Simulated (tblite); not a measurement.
A geometry optimisation, step by step.

C₆H₁₄AlClO.
Atom-mapped SMILES: `[CH2:1]=[C:2]([CH2:3][CH2:4][CH3:5])[O+:6]([CH3:7])[AlH2-:8][Cl:9]` (hydrogens: H10, H11 on C1; H12, H13 on C3; H14, H15 on C4; H16, H17, H18 on C5; H19, H20, H21 on C7; H22, H23 on Al8)
Bond orders are those of one Lewis drawing.

Computed with GFN2-xTB (tblite), gas phase: L-BFGS steps from a force-field or distance-geometry start until the largest atomic force falls under 0.01 eV/Å. 9 of its 227 geometries are shown.

Step 0: E = -809.0008 eV, largest atomic force 2.555 eV/Å
```
atom  x, y, z in Å  |  force x, y, z in eV/Å
C1     -0.589   -1.069   -1.759   -1.054  -0.366  -0.740
C2     -0.151   -0.665   -0.583   -0.340   0.130  -1.125
C3     -1.015   -0.808    0.605   -0.745  -1.052   0.310
C4     -1.355    0.471    1.302   -1.004   0.083   2.348
C5     -2.067    1.465    0.433   -0.417   0.733  -0.246
O6      1.135   -0.151   -0.540    1.096   0.397   0.637
C7      1.390    1.256   -0.711   -0.041   0.358   1.878
Al8     2.626   -1.252   -0.262    0.909  -1.880  -0.208
Cl9     2.069   -3.359    0.030    0.108   1.591  -0.113
H10    -1.608   -1.486   -1.851    0.869   0.227  -0.057
H11    -0.012   -0.999   -2.666    0.071  -0.025   0.062
H12    -0.565   -1.512    1.317    0.071   0.074  -0.113
H13    -1.987   -1.264    0.245    1.014   0.341   0.411
H14    -2.089    0.221    2.123    0.805   0.016  -0.401
H15    -0.517    0.949    1.827    0.134  -0.335  -0.332
H16    -1.756    1.282   -0.595   -0.349   0.403  -0.071
H17    -3.173    1.387    0.543    0.872   0.065  -0.352
H18    -1.753    2.463    0.764   -0.382  -0.095  -0.439
H19     2.498    1.398   -0.629   -0.884  -0.330  -0.451
H20     0.944    1.658   -1.606    0.129  -0.114  -0.493
H21     0.957    1.840    0.159    0.290  -0.602  -0.725
H22     3.560   -0.656    0.856   -0.589   0.196   0.115
H23     3.452   -1.143   -1.634   -0.563   0.184   0.105
```

Step 28: E = -809.8251 eV, largest atomic force 0.138 eV/Å
```
atom  x, y, z in Å  |  force x, y, z in eV/Å
C1     -0.569   -1.015   -1.842   -0.022   0.059   0.023
C2     -0.208   -0.694   -0.612    0.052   0.083   0.008
C3     -1.028   -0.841    0.637    0.048   0.005  -0.055
C4     -1.311    0.497    1.338    0.033  -0.052  -0.027
C5     -2.061    1.486    0.443    0.014  -0.036   0.034
O6      1.107   -0.242   -0.406    0.026  -0.012   0.084
C7      1.359    1.133   -0.645   -0.033  -0.020  -0.004
Al8     2.667   -1.306   -0.263   -0.025   0.010  -0.135
Cl9     1.976   -3.201    0.061    0.006  -0.018   0.037
H10    -1.550   -1.385   -2.071   -0.021  -0.035   0.018
H11     0.132   -0.919   -2.655   -0.049  -0.009  -0.011
H12    -0.453   -1.479    1.317   -0.023   0.017   0.005
H13    -1.960   -1.353    0.399   -0.001   0.066  -0.047
H14    -1.895    0.301    2.239   -0.024   0.001  -0.022
H15    -0.360    0.918    1.672   -0.026   0.064  -0.035
H16    -1.690    1.443   -0.580    0.020   0.024   0.040
H17    -3.125    1.264    0.422    0.019  -0.078  -0.011
H18    -1.943    2.504    0.808   -0.001  -0.016   0.035
H19     2.445    1.241   -0.630   -0.030  -0.026  -0.034
H20     0.968    1.441   -1.616    0.034  -0.033  -0.057
H21     0.923    1.759    0.133   -0.013   0.012   0.036
H22     3.317   -0.518    0.907    0.009   0.014   0.088
H23     3.255   -1.007   -1.685    0.006  -0.020   0.030
```

Step 56: E = -809.8769 eV, largest atomic force 0.049 eV/Å
```
atom  x, y, z in Å  |  force x, y, z in eV/Å
C1     -0.630   -0.930   -1.859   -0.002   0.000  -0.016
C2     -0.203   -0.657   -0.638   -0.017   0.007  -0.020
C3     -1.006   -0.818    0.617    0.003  -0.035   0.006
C4     -1.279    0.497    1.356    0.010  -0.005   0.020
C5     -2.105    1.461    0.514    0.007  -0.006  -0.007
O6      1.129   -0.258   -0.446   -0.019   0.043   0.000
C7      1.417    1.091   -0.775    0.005   0.011   0.017
Al8     2.676   -1.315   -0.182    0.000   0.013  -0.012
Cl9     1.961   -3.191    0.196   -0.002  -0.032   0.022
H10    -1.639   -1.252   -2.041    0.039  -0.005  -0.004
H11     0.031   -0.861   -2.707   -0.035   0.032  -0.013
H12    -0.447   -1.486    1.278    0.033  -0.011   0.004
H13    -1.951   -1.296    0.360   -0.005  -0.002   0.023
H14    -1.824    0.270    2.275    0.006  -0.023  -0.016
H15    -0.334    0.955    1.651    0.014   0.029  -0.006
H16    -1.585    1.723   -0.405   -0.005   0.010  -0.005
H17    -3.052    1.000    0.244   -0.015   0.037   0.010
H18    -2.308    2.374    1.068   -0.009  -0.017  -0.013
H19     2.502    1.185   -0.704   -0.017  -0.009  -0.007
H20     1.095    1.326   -1.791    0.010  -0.013   0.027
H21     0.944    1.775   -0.066    0.012  -0.013  -0.039
H22     3.261   -0.489    1.005   -0.014  -0.002   0.003
H23     3.343   -1.077   -1.579    0.001  -0.008   0.024
```

Step 85: E = -809.8945 eV, largest atomic force 0.078 eV/Å
```
atom  x, y, z in Å  |  force x, y, z in eV/Å
C1     -0.710   -0.782   -1.903   -0.003   0.013   0.018
C2     -0.210   -0.614   -0.692   -0.009  -0.002   0.024
C3     -0.938   -0.851    0.595    0.006   0.017   0.017
C4     -1.243    0.447    1.357    0.000   0.011  -0.032
C5     -2.118    1.401    0.550   -0.009  -0.035   0.026
O6      1.128   -0.236   -0.515   -0.010  -0.018   0.004
C7      1.468    1.085   -0.905   -0.005  -0.030   0.013
Al8     2.608   -1.321   -0.038    0.018   0.007  -0.016
Cl9     1.900   -3.189    0.401   -0.002   0.026  -0.007
H10    -1.731   -1.087   -2.036    0.006  -0.007  -0.036
H11    -0.116   -0.642   -2.790   -0.018   0.019   0.002
H12    -0.296   -1.479    1.220   -0.006  -0.015   0.000
H13    -1.865   -1.390    0.395    0.011   0.038  -0.022
H14    -1.756    0.181    2.284    0.049   0.046  -0.039
H15    -0.307    0.944    1.624   -0.014  -0.042   0.028
H16    -1.622    1.720   -0.364    0.007  -0.023   0.008
H17    -3.051    0.917    0.276   -0.024  -0.003   0.000
H18    -2.350    2.284    1.139   -0.013   0.022   0.007
H19     2.547    1.165   -0.769    0.004  -0.034  -0.015
H20     1.216    1.265   -1.952    0.004   0.005   0.018
H21     0.969    1.817   -0.267   -0.025  -0.006  -0.028
H22     3.087   -0.430    1.152    0.013   0.004  -0.010
H23     3.382   -1.179   -1.393    0.018   0.009   0.038
```

Step 113: E = -809.9116 eV, largest atomic force 0.070 eV/Å
```
atom  x, y, z in Å  |  force x, y, z in eV/Å
C1     -0.818   -0.554   -1.941   -0.026   0.000  -0.033
C2     -0.230   -0.586   -0.757   -0.005  -0.021   0.067
C3     -0.921   -0.899    0.533   -0.009   0.017   0.019
C4     -1.182    0.385    1.336    0.021  -0.007   0.014
C5     -2.156    1.324    0.633    0.037  -0.024   0.040
O6      1.124   -0.284   -0.585   -0.012  -0.013  -0.034
C7      1.545    0.975   -1.082    0.009   0.005  -0.004
Al8     2.590   -1.258    0.164   -0.015   0.010  -0.026
Cl9     1.933   -3.139    0.622    0.018  -0.005   0.011
H10    -1.861   -0.792   -2.029   -0.002  -0.010  -0.028
H11    -0.300   -0.314   -2.853    0.023  -0.014   0.014
H12    -0.273   -1.555    1.122   -0.011   0.018  -0.041
H13    -1.859   -1.417    0.331    0.004   0.042   0.015
H14    -1.584    0.111    2.312   -0.022  -0.018  -0.024
H15    -0.231    0.894    1.511    0.005   0.004   0.002
H16    -1.776    1.631   -0.338    0.010  -0.008  -0.022
H17    -3.114    0.834    0.484   -0.033  -0.016  -0.004
H18    -2.319    2.216    1.232   -0.006   0.016   0.025
H19     2.601    1.052   -0.827    0.010   0.018   0.005
H20     1.426    1.039   -2.164    0.024  -0.001   0.002
H21     0.986    1.779   -0.598    0.007   0.001  -0.017
H22     2.864   -0.259    1.330   -0.001   0.008   0.027
H23     3.551   -1.156   -1.067   -0.024  -0.002  -0.005
```

Step 141: E = -809.9369 eV, largest atomic force 0.102 eV/Å
```
atom  x, y, z in Å  |  force x, y, z in eV/Å
C1     -0.860   -0.360   -2.006    0.003   0.000  -0.027
C2     -0.262   -0.521   -0.836    0.010   0.024   0.018
C3     -0.947   -0.922    0.431   -0.004  -0.019  -0.007
C4     -1.132    0.288    1.359   -0.009   0.001  -0.017
C5     -2.175    1.260    0.822   -0.046   0.028  -0.016
O6      1.092   -0.266   -0.635    0.019   0.030  -0.061
C7      1.644    0.848   -1.320    0.030   0.045  -0.016
Al8     2.498   -1.136    0.360   -0.015   0.059   0.020
Cl9     1.965   -3.014    0.961   -0.019  -0.016   0.041
H10    -1.910   -0.561   -2.114    0.045   0.005   0.008
H11    -0.334   -0.057   -2.893   -0.019   0.015  -0.016
H12    -0.321   -1.660    0.939   -0.021  -0.015  -0.018
H13    -1.916   -1.365    0.200    0.013  -0.014   0.020
H14    -1.438   -0.072    2.342   -0.019   0.016  -0.011
H15    -0.169    0.791    1.480    0.009   0.013   0.015
H16    -1.930    1.578   -0.190    0.027  -0.008   0.014
H17    -3.155    0.788    0.797    0.019   0.002   0.002
H18    -2.242    2.146    1.449    0.025  -0.035   0.028
H19     2.595    1.057   -0.826   -0.041  -0.016  -0.009
H20     1.837    0.629   -2.374   -0.045  -0.015   0.076
H21     0.984    1.717   -1.232    0.018  -0.100  -0.005
H22     2.595    0.002    1.429    0.030  -0.023  -0.019
H23     3.572   -1.142   -0.777   -0.011   0.025  -0.019
```

Step 170: E = -809.9857 eV, largest atomic force 0.098 eV/Å
```
atom  x, y, z in Å  |  force x, y, z in eV/Å
C1     -0.908   -0.128   -2.055   -0.019  -0.054  -0.079
C2     -0.309   -0.451   -0.920    0.061  -0.017   0.053
C3     -1.006   -1.012    0.280    0.007  -0.003  -0.049
C4     -1.136    0.052    1.375    0.001   0.014   0.004
C5     -2.062    1.188    0.962    0.029   0.066   0.042
O6      1.040   -0.241   -0.683   -0.004  -0.033   0.055
C7      1.693    0.704   -1.511    0.044  -0.006  -0.019
Al8     2.412   -0.896    0.548   -0.008   0.091  -0.028
Cl9     1.954   -2.436    1.809   -0.060   0.020  -0.013
H10    -1.962   -0.297   -2.175    0.012  -0.007   0.003
H11    -0.388    0.268   -2.908   -0.038   0.034  -0.023
H12    -0.419   -1.853    0.659    0.023   0.001   0.024
H13    -1.993   -1.372   -0.006   -0.006  -0.003  -0.014
H14    -1.538   -0.416    2.274    0.053  -0.035   0.006
H15    -0.142    0.443    1.615    0.011  -0.028   0.014
H16    -1.716    1.686    0.056    0.007  -0.066   0.062
H17    -3.062    0.803    0.782   -0.048   0.035  -0.027
H18    -2.114    1.927    1.759   -0.035   0.013  -0.032
H19     2.614    0.966   -0.993    0.068  -0.001   0.024
H20     1.942    0.280   -2.482   -0.031  -0.043  -0.080
H21     1.074    1.594   -1.636   -0.019   0.016   0.029
H22     2.596    0.520    1.198    0.014  -0.043   0.041
H23     3.429   -1.302   -0.577   -0.060   0.047   0.007
```

Step 198: E = -810.0128 eV, largest atomic force 0.025 eV/Å
```
atom  x, y, z in Å  |  force x, y, z in eV/Å
C1     -0.923   -0.066   -2.078    0.002  -0.005  -0.009
C2     -0.314   -0.409   -0.953    0.003  -0.011   0.022
C3     -1.007   -1.035    0.216    0.000   0.010   0.007
C4     -1.132   -0.048    1.383    0.004  -0.001   0.000
C5     -2.010    1.147    1.036    0.005  -0.007   0.015
O6      1.030   -0.198   -0.698    0.003  -0.006  -0.004
C7      1.732    0.632   -1.607   -0.008   0.000   0.000
Al8     2.340   -0.742    0.640    0.007   0.008   0.005
Cl9     1.794   -2.129    2.037   -0.006  -0.011   0.010
H10    -1.973   -0.258   -2.193    0.009  -0.001   0.006
H11    -0.436    0.392   -2.919    0.009   0.003  -0.005
H12    -0.423   -1.900    0.545    0.000   0.008  -0.002
H13    -1.997   -1.375   -0.087    0.006   0.005  -0.011
H14    -1.557   -0.575    2.238    0.004  -0.006  -0.005
H15    -0.131    0.295    1.671    0.001   0.000  -0.015
H16    -1.593    1.710    0.203   -0.001   0.000  -0.002
H17    -3.009    0.819    0.760   -0.004   0.000  -0.004
H18    -2.094    1.814    1.891    0.001   0.011   0.006
H19     2.714    0.799   -1.164   -0.011  -0.003   0.010
H20     1.850    0.137   -2.572   -0.006   0.012  -0.021
H21     1.215    1.586   -1.728   -0.005   0.001  -0.005
H22     2.559    0.716    1.166   -0.006  -0.003  -0.009
H23     3.361   -1.283   -0.418   -0.005  -0.003   0.008
```

Step 226: E = -810.0140 eV, largest atomic force 0.008 eV/Å
```
atom  x, y, z in Å  |  force x, y, z in eV/Å
C1     -0.915   -0.082   -2.095   -0.003   0.002  -0.002
C2     -0.313   -0.416   -0.964   -0.003  -0.002   0.005
C3     -1.011   -1.031    0.208   -0.003  -0.001   0.005
C4     -1.115   -0.043    1.377    0.001  -0.005   0.000
C5     -2.007    1.148    1.051    0.003  -0.002  -0.002
O6      1.030   -0.204   -0.706    0.001  -0.004   0.002
C7      1.728    0.637   -1.606    0.003   0.007  -0.001
Al8     2.326   -0.743    0.651   -0.003   0.001   0.002
Cl9     1.772   -2.135    2.041    0.001  -0.002   0.001
H10    -1.966   -0.271   -2.212    0.000  -0.003  -0.004
H11    -0.421    0.366   -2.938    0.000   0.002  -0.002
H12    -0.438   -1.904    0.533   -0.001   0.003  -0.001
H13    -2.007   -1.356   -0.093    0.004   0.002  -0.002
H14    -1.515   -0.573    2.241   -0.001   0.000   0.002
H15    -0.109    0.305    1.639   -0.002   0.001   0.000
H16    -1.620    1.703    0.199    0.002   0.003  -0.001
H17    -3.015    0.815    0.811   -0.001   0.001   0.003
H18    -2.062    1.821    1.902   -0.001   0.001  -0.002
H19     2.707    0.806   -1.155   -0.002   0.001  -0.002
H20     1.853    0.155   -2.577    0.001  -0.001  -0.004
H21     1.205    1.588   -1.720    0.001  -0.003   0.002
H22     2.528    0.718    1.176    0.001   0.001   0.001
H23     3.361   -1.278   -0.394    0.002   0.000  -0.002
```

Question: Summarise the path.

Answer: The energy falls by 97.76 kJ/mol from step 0 to step 226; nine tenths of that is first reached at step 115. It never rises by more than 0.2 meV. The largest force goes from 2.555 to 0.008 eV/Å. Among the bonds Al8–Cl9 changes most, from 2.199 to 2.044 Å; the atoms move by 1.196 Å rms after alignment.

Question: Follow the three bonds and two angles with the largest change from start to end.

Answer: 
| step | E above end (kJ/mol) | largest force (eV/Å) | Al8–Cl9 (Å) | O6–Al8 (Å) | C3–H13 (Å) | O6–Al8–H22 (°) | C2–O6–Al8 (°) |
| --- | --- | --- | --- | --- | --- | --- | --- |
| 0 | 97.76 | 2.555 | 2.199 | 1.873 | 1.133 | 110.8 | 121.7 |
| 10 | 26.64 | 0.263 | 2.057 | 1.951 | 1.090 | 97.1 | 125.2 |
| 20 | 19.91 | 0.105 | 2.043 | 1.886 | 1.090 | 95.7 | 126.7 |
| 29 | 17.96 | 0.139 | 2.039 | 1.894 | 1.092 | 97.0 | 127.0 |
| 39 | 15.68 | 0.093 | 2.038 | 1.900 | 1.092 | 95.8 | 127.0 |
| 49 | 14.28 | 0.103 | 2.042 | 1.884 | 1.092 | 96.1 | 128.4 |
| 59 | 13.04 | 0.044 | 2.044 | 1.896 | 1.090 | 96.8 | 129.8 |
| 69 | 12.60 | 0.089 | 2.045 | 1.898 | 1.090 | 96.3 | 129.5 |
| 79 | 12.01 | 0.072 | 2.043 | 1.895 | 1.089 | 96.0 | 128.7 |
| 88 | 11.26 | 0.061 | 2.046 | 1.899 | 1.090 | 96.1 | 128.8 |
| 98 | 10.78 | 0.044 | 2.045 | 1.898 | 1.090 | 96.9 | 130.2 |
| 108 | 10.16 | 0.055 | 2.046 | 1.906 | 1.089 | 96.2 | 132.0 |
| 118 | 9.48 | 0.056 | 2.044 | 1.914 | 1.089 | 96.2 | 134.0 |
| 128 | 8.98 | 0.068 | 2.043 | 1.922 | 1.090 | 94.9 | 134.5 |
| 138 | 7.93 | 0.104 | 2.045 | 1.924 | 1.090 | 93.3 | 134.1 |
| 147 | 6.80 | 0.054 | 2.047 | 1.930 | 1.090 | 95.2 | 134.1 |
| 157 | 6.32 | 0.054 | 2.045 | 1.929 | 1.090 | 95.4 | 135.5 |
| 167 | 3.77 | 0.159 | 2.052 | 1.955 | 1.090 | 93.2 | 136.7 |
| 177 | 1.59 | 0.066 | 2.044 | 1.944 | 1.090 | 93.8 | 137.6 |
| 187 | 0.62 | 0.054 | 2.043 | 1.951 | 1.090 | 94.4 | 137.3 |
| 197 | 0.13 | 0.030 | 2.043 | 1.949 | 1.090 | 93.7 | 137.3 |
| 206 | 0.07 | 0.010 | 2.043 | 1.952 | 1.090 | 93.4 | 137.1 |
| 216 | 0.03 | 0.012 | 2.044 | 1.952 | 1.090 | 93.5 | 137.0 |
| 226 | 0.00 | 0.008 | 2.044 | 1.952 | 1.090 | 93.5 | 137.0 |

The cost below is that of the whole relaxation. Time: 2.5 s. Hardware: an Arm Neoverse V1 with one thread, shared host with 32 logical CPUs at a one-minute load of 10.
